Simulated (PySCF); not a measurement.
H₄BN, charge -1, doublet, geometry from GFN2-xTB (a state made from the parent by changing its charge; the spin is typed, not shown lowest) (in this run its highest filled SCF level lies above zero, so its values depend strongly on the basis, on diffuse functions most of all), atoms displaced at random by about 0.08 Å a coordinate; PBE/STO-3G, gradient by finite differences (PySCF).

Here is a job for PySCF.
```python
from pyscf import gto, scf, dft

mol = gto.Mole()
mol.atom = '''
    B    -0.79771198    0.15652631   -0.14948025
    N     0.64242811   -0.04414210   -0.15964872
    H    -1.55508839   -0.94912457    0.05956181
    H    -1.12562200    0.99692844    0.45436709
    H     1.25304469    0.60175887    0.03622414
    H     1.03039003   -0.67606527    0.66878423
'''
mol.basis = 'sto-3g'
mol.charge = -1
mol.spin = 1
mol.verbose = 4
mol.build()

mf = dft.UKS(mol)
mf.xc = 'pbe'
mf.conv_tol = 1e-11
mf.kernel()
scan, done = mf.as_scanner(), []
scan.scf_summary = {}
def energy(d):
    c = mol.atom_coords()
    c[2, 2] += d
    e = scan(mol.set_geom_(c, unit='Bohr', inplace=False))
    done.append(scan.converged)
    return e
h = 0.01
fd = (energy(h) - energy(-h)) / (2 * h)
print('dE/dx =', fd)
```

What the program printed (banner, timings and long lists left out):

```
PySCF version 2.14.0

[INPUT] verbose = 4
[INPUT] num. atoms = 6
[INPUT] num. electrons = 17
[INPUT] charge = -1
[INPUT] spin (= nelec alpha-beta = 2S) = 1
[INPUT] symmetry False subgroup None
[INPUT] Mole.unit = angstrom
[INPUT] Symbol           X                Y                Z      unit          X                Y                Z       unit  Magmom
[INPUT]  1 B     -0.797711980000   0.156526310000  -0.149480250000 AA   -1.507457168485   0.295791857189  -0.282476733532 Bohr   0.0
[INPUT]  2 N      0.642428110000  -0.044142100000  -0.159648720000 AA    1.214013182622  -0.083416479563  -0.301692356937 Bohr   0.0
[INPUT]  3 H     -1.555088390000  -0.949124570000   0.059561810000 AA   -2.938691156591  -1.793585495396   0.112555508383 Bohr   0.0
[INPUT]  4 H     -1.125622000000   0.996928440000   0.454367090000 AA   -2.127117299785   1.883921717390   0.858629360116 Bohr   0.0
[INPUT]  5 H      1.253044690000   0.601758870000   0.036224140000 AA    2.367911285941   1.137159457328   0.068453703698 Bohr   0.0
[INPUT]  6 H      1.030390030000  -0.676065270000   0.668784230000 AA    1.947154958182  -1.277578202630   1.263819031128 Bohr   0.0

nuclear repulsion = 31.6841542463488
number of shells = 10
number of NR pGTOs = 42
number of NR cGTOs = 14
basis = sto-3g
ecp = {}

******** <class 'pyscf.dft.uks.UKS'> ********
method = UKS
initial guess = minao
damping factor = 0
level_shift factor = 0
DIIS = <class 'pyscf.scf.diis.CDIIS'>
diis_start_cycle = 1
diis_space = 8
diis_damp = 0
SCF conv_tol = 1e-11
SCF conv_tol_grad = None
SCF max_cycles = 50
direct_scf = True
direct_scf_tol = 1e-13
number electrons alpha = 9  beta = 8
XC library pyscf.dft.libxc version 7.1.2
    S. Lehtola, C. Steigemann, M. J. T. Oliveira, and M. A. L. Marques,  SoftwareX 7, 1–5 (2018)
XC functionals = pbe
    J. P. Perdew, K. Burke, and M. Ernzerhof,  Phys. Rev. Lett. 77, 3865 (1996)
    J. P. Perdew, K. Burke, and M. Ernzerhof,  Phys. Rev. Lett. 78, 1396 (1997)
    J. P. Perdew, K. Burke, and M. Ernzerhof,  Phys. Rev. Lett. 77, 3865 (1996)
    J. P. Perdew, K. Burke, and M. Ernzerhof,  Phys. Rev. Lett. 78, 1396 (1997)
radial grids:
    Treutler-Ahlrichs [JCP 102, 346 (1995); DOI:10.1063/1.469408] (M4) radial grids

becke partition: Becke, JCP 88, 2547 (1988); DOI:10.1063/1.454033
pruning grids: <function nwchem_prune>
grids dens level: 3
symmetrized grids: False
atomic radii adjust function: <function treutler_atomic_radii_adjust>
small_rho_cutoff = 0
Set gradient conv threshold to 3.16228e-06
tot grids = 67184
init E= -80.7689658418214

cycle= 1 E= -80.4863472236387  delta_E= 0.283  |g|= 0.351  |ddm|= 2.12
cycle= 2 E= -80.4835308041096  delta_E= 0.00282  |g|= 0.361  |ddm|= 1.08
cycle= 3 E= -80.5736374836558  delta_E= -0.0901  |g|= 0.0292  |ddm|= 0.576
cycle= 4 E= -80.5742132768421  delta_E= -0.000576  |g|= 0.00834  |ddm|= 0.0624
cycle= 5 E= -80.5742751319826  delta_E= -6.19e-05  |g|= 0.00172  |ddm|= 0.0202
cycle= 6 E= -80.5742785222296  delta_E= -3.39e-06  |g|= 0.000289  |ddm|= 0.00428
cycle= 7 E= -80.5742786509449  delta_E= -1.29e-07  |g|= 7.19e-05  |ddm|= 0.00101
cycle= 8 E= -80.5742786571499  delta_E= -6.2e-09  |g|= 1.07e-05  |ddm|= 0.000221
cycle= 9 E= -80.5742786572934  delta_E= -1.44e-10  |g|= 2.52e-06  |ddm|= 3.46e-05
cycle= 10 E= -80.5742786573022  delta_E= -8.81e-12  |g|= 3.08e-07  |ddm|= 1e-05
Extra cycle  E= -80.5742786573023  delta_E= -8.53e-14  |g|= 1.15e-07  |ddm|= 1.13e-06
converged SCF energy = -80.5742786573023  <S^2> = 0.75268919  2S+1 = 2.0026874
Create scanner for <class 'pyscf.dft.uks.UKS'>

WARN: Mole.unit (angstrom) is changed to Bohr

New geometry
   1 B     -0.797711980000   0.156526310000  -0.149480250000 AA   -1.507457168485   0.295791857189  -0.282476733532 Bohr
   2 N      0.642428110000  -0.044142100000  -0.159648720000 AA    1.214013182622  -0.083416479563  -0.301692356937 Bohr
   3 H     -1.555088390000  -0.949124570000   0.064853582109 AA   -2.938691156591  -1.793585495396   0.122555508383 Bohr
   4 H     -1.125622000000   0.996928440000   0.454367090000 AA   -2.127117299785   1.883921717390   0.858629360116 Bohr
   5 H      1.253044690000   0.601758870000   0.036224140000 AA    2.367911285941   1.137159457328   0.068453703698 Bohr
   6 H      1.030390030000  -0.676065270000   0.668784230000 AA    1.947154958182  -1.277578202630   1.263819031128 Bohr

******** <class 'pyscf.scf.hf.UKS_Scanner'> ********
method = UKS_Scanner
initial guess = minao
damping factor = 0
level_shift factor = 0
DIIS = <class 'pyscf.scf.diis.CDIIS'>
diis_start_cycle = 1
diis_space = 8
diis_damp = 0
SCF conv_tol = 1e-11
SCF conv_tol_grad = None
SCF max_cycles = 50
direct_scf = True
direct_scf_tol = 1e-13
number electrons alpha = 9  beta = 8
XC library pyscf.dft.libxc version 7.1.2
    S. Lehtola, C. Steigemann, M. J. T. Oliveira, and M. A. L. Marques,  SoftwareX 7, 1–5 (2018)
XC functionals = pbe
    J. P. Perdew, K. Burke, and M. Ernzerhof,  Phys. Rev. Lett. 77, 3865 (1996)
    J. P. Perdew, K. Burke, and M. Ernzerhof,  Phys. Rev. Lett. 78, 1396 (1997)
    J. P. Perdew, K. Burke, and M. Ernzerhof,  Phys. Rev. Lett. 77, 3865 (1996)
    J. P. Perdew, K. Burke, and M. Ernzerhof,  Phys. Rev. Lett. 78, 1396 (1997)
radial grids:
    Treutler-Ahlrichs [JCP 102, 346 (1995); DOI:10.1063/1.469408] (M4) radial grids

becke partition: Becke, JCP 88, 2547 (1988); DOI:10.1063/1.454033
pruning grids: <function nwchem_prune>
grids dens level: 3
symmetrized grids: False
atomic radii adjust function: <function treutler_atomic_radii_adjust>
small_rho_cutoff = 0
Set gradient conv threshold to 3.16228e-06
tot grids = 67184
init E= -80.5742183270522
cycle= 1 E= -80.5741721904504  delta_E= 4.61e-05  |g|= 0.000322  |ddm|= 0.00487
cycle= 2 E= -80.5741722880772  delta_E= -9.76e-08  |g|= 0.000201  |ddm|= 0.00146
cycle= 3 E= -80.5741723297065  delta_E= -4.16e-08  |g|= 5.42e-05  |ddm|= 0.000618
cycle= 4 E= -80.5741723315289  delta_E= -1.82e-09  |g|= 1.36e-05  |ddm|= 9.39e-05
cycle= 5 E= -80.5741723316811  delta_E= -1.52e-10  |g|= 3.08e-06  |ddm|= 2.89e-05
cycle= 6 E= -80.5741723316891  delta_E= -7.97e-12  |g|= 1.07e-06  |ddm|= 8.4e-06
Extra cycle  E= -80.5741723316893  delta_E= -1.71e-13  |g|= 9.99e-07  |ddm|= 3.84e-06
converged SCF energy = -80.5741723316893  <S^2> = 0.75268259  2S+1 = 2.0026808

WARN: Mole.unit (angstrom) is changed to Bohr

New geometry
   1 B     -0.797711980000   0.156526310000  -0.149480250000 AA   -1.507457168485   0.295791857189  -0.282476733532 Bohr
   2 N      0.642428110000  -0.044142100000  -0.159648720000 AA    1.214013182622  -0.083416479563  -0.301692356937 Bohr
   3 H     -1.555088390000  -0.949124570000   0.054270037891 AA   -2.938691156591  -1.793585495396   0.102555508383 Bohr
   4 H     -1.125622000000   0.996928440000   0.454367090000 AA   -2.127117299785   1.883921717390   0.858629360116 Bohr
   5 H      1.253044690000   0.601758870000   0.036224140000 AA    2.367911285941   1.137159457328   0.068453703698 Bohr
   6 H      1.030390030000  -0.676065270000   0.668784230000 AA    1.947154958182  -1.277578202630   1.263819031128 Bohr

******** <class 'pyscf.scf.hf.UKS_Scanner'> ********
method = UKS_Scanner
initial guess = minao
damping factor = 0
level_shift factor = 0
DIIS = <class 'pyscf.scf.diis.CDIIS'>
diis_start_cycle = 1
diis_space = 8
diis_damp = 0
SCF conv_tol = 1e-11
SCF conv_tol_grad = None
SCF max_cycles = 50
direct_scf = True
direct_scf_tol = 1e-13
number electrons alpha = 9  beta = 8
XC library pyscf.dft.libxc version 7.1.2
    S. Lehtola, C. Steigemann, M. J. T. Oliveira, and M. A. L. Marques,  SoftwareX 7, 1–5 (2018)
XC functionals = pbe
    J. P. Perdew, K. Burke, and M. Ernzerhof,  Phys. Rev. Lett. 77, 3865 (1996)
    J. P. Perdew, K. Burke, and M. Ernzerhof,  Phys. Rev. Lett. 78, 1396 (1997)
    J. P. Perdew, K. Burke, and M. Ernzerhof,  Phys. Rev. Lett. 77, 3865 (1996)
    J. P. Perdew, K. Burke, and M. Ernzerhof,  Phys. Rev. Lett. 78, 1396 (1997)
radial grids:
    Treutler-Ahlrichs [JCP 102, 346 (1995); DOI:10.1063/1.469408] (M4) radial grids

becke partition: Becke, JCP 88, 2547 (1988); DOI:10.1063/1.454033
pruning grids: <function nwchem_prune>
grids dens level: 3
symmetrized grids: False
atomic radii adjust function: <function treutler_atomic_radii_adjust>
small_rho_cutoff = 0
Set gradient conv threshold to 3.16228e-06
tot grids = 67184
init E= -80.5742908042188
cycle= 1 E= -80.5743811666533  delta_E= -9.04e-05  |g|= 0.00064  |ddm|= 0.00973
cycle= 2 E= -80.5743815533525  delta_E= -3.87e-07  |g|= 0.000396  |ddm|= 0.00288
cycle= 3 E= -80.5743817160133  delta_E= -1.63e-07  |g|= 0.000107  |ddm|= 0.00122
cycle= 4 E= -80.574381723175  delta_E= -7.16e-09  |g|= 2.72e-05  |ddm|= 0.000187
cycle= 5 E= -80.5743817237838  delta_E= -6.09e-10  |g|= 6.13e-06  |ddm|= 5.76e-05
cycle= 6 E= -80.574381723815  delta_E= -3.12e-11  |g|= 2.13e-06  |ddm|= 1.67e-05
cycle= 7 E= -80.5743817238192  delta_E= -4.16e-12  |g|= 2.44e-07  |ddm|= 4.05e-06
Extra cycle  E= -80.5743817238191  delta_E= 2.84e-14  |g|= 1.07e-07  |ddm|= 7.3e-07
converged SCF energy = -80.5743817238191  <S^2> = 0.75269589  2S+1 = 2.0026941
dE/dx = 0.010469606493046513
```
